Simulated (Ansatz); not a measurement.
# Reading a saddle point

A first-order saddle point of ZnH₄SeO, closed shell, PBE0-D4/def2-TZVP, with one imaginary mode of 1087i cm⁻¹:

```xyz
7
angstrom
Zn 0.0449 -0.4784 0.2504
H 0.2604 0.7007 1.4400
O 0.3394 -2.1524 -0.2996
H -0.3525 1.2559 0.6565
Se -1.2099 1.4761 -0.8745
H 0.8531 -2.6810 0.3142
H 0.0647 1.8791 -1.4870
```

Ansatz 0.2.0; basis: def2-TZVPP and def2-QZVPP; cores frozen in the correlated methods. The 3s and 3p shells of Cu and Zn are frozen; filled d shells are correlated. The def2 sets are not built for correlating such inner shells, so the correlated values are less sure here. Extrapolation: Hartree–Fock as exp(−7.88 √X), correlation as X^−2.97.

(1) Which contacts change along the imaginary mode, and what lies on either side? (Judge from chemistry; the calculation decides.)

(2) Which side is lower, and how far does the saddle lie above each? (Judge from chemistry; the value comes from the calculation.)

The T1 diagnostic stays at or below 0.015.

Answers

(1) Computed: The step is ZnH₂O ([OH][ZnH]) + H₂Se → ZnH₂SeO ([OH][Zn][SeH]) + H₂, with the molecules in contact on both sides. Shortening one way: Zn1–Se5, H2–H4; lengthening the same way: Zn1–H2, H4–Se5.
| pair | one side (Å) | saddle (Å) | other side (Å) |
| --- | --- | --- | --- |
| Zn1–Se5 | 2.87 | 2.58 | 2.27 |
| H2–H4 | 4.00 | 1.14 | 0.75 |
| Zn1–H2 | 1.53 | 1.69 | 3.35 |
| H4–Se5 | 1.47 | 1.77 | 3.56 |

(2) By the calculation: The side with Zn1–Se5, H2–H4 short is lower by 63.5 kJ/mol; the saddle lies 162.2 kJ/mol above it and 98.7 kJ/mol above the other (CCSD(T) at an estimated basis limit (MP2 extrapolated from triple and quadruple zeta, plus CCSD(T) − MP2 in triple zeta); electronic energies).

Exchanges of this kind with a chalcogen hydride build sulfide and selenide films.

Labels in which every atom is bracketed show which atoms are joined, not bond orders.

For scale, one of the runs: CCSD(T)/def2-TZVPP, 199 basis functions, launched by `ansatz run in.yaml --threads 4 --pin off --events-out ev --progress --plain --max-ram 9574MiB`. Time: 99 s of wall clock on 4 CPU threads of an Arm Neoverse V1; the host was shared. Peak host memory: 2.5 GiB.
